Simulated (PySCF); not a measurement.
## Calculated NMR data

All values are calculated (PySCF 2.14.0 with density-fitted response routines): σ from GIAO-PBE0/pcSseg-1, GFN2-xTB geometry. Gas phase, one averaged value for each set of equivalent atoms, one computed conformer, no relativistic terms.

Chemical shifts δ = σref − σ; TMS for ¹H, ¹³C, all at this level. Splittings of carbon signals by F and P are missing where no couplings were computed. Where no couplings were computed, multiplicities follow the n + 1 count of equivalent neighbours, and m marks all less simple cases (inequivalent or close neighbours, rings, F or P nearby). Shifts are as computed. Against solution values, carbons near 30 ppm lie about +3 ppm off and those near 130 ppm about +5 ppm. Of 1211 compounds with measured shifts, 218 miss one by over three times the rms of a fit or turn the order of signals round; such compounds aren't used in these exercises.

**1.** `[C@H]12[C@H]([C@@H](F)[C@H](F)C1)C2`, C₆H₈F₂. ¹H NMR (400 MHz, computed): δ 5.71 (m, 1H), 5.07 (m, 1H), 2.54 (m, 1H), 2.20 (m, 1H), 1.71 (m, 1H), 1.46 (m, 1H), 0.62 (m, 1H), 0.28 (m, 1H). ¹³C{¹H} NMR (computed): δ 106.4, 102.8, 38.3, 23.6, 20.1, 10.4.

**2.** `CC1=C[P@]1(=O)C1CC1`, C₆H₉OP. ¹H NMR (400 MHz, computed): δ 8.90 (m, 1H), 2.49 (m, 3H), 1.12 (m, 1H), 1.10 (m, 1H), 0.81 (m, 1H), 0.80 (m, 1H), 0.11 (m, 1H). ¹³C{¹H} NMR (computed): δ 185.9 (C), 163.7 (CH), 19.5 (CH3), 13.6 (CH), 4.3 (CH2), 3.9 (CH2).
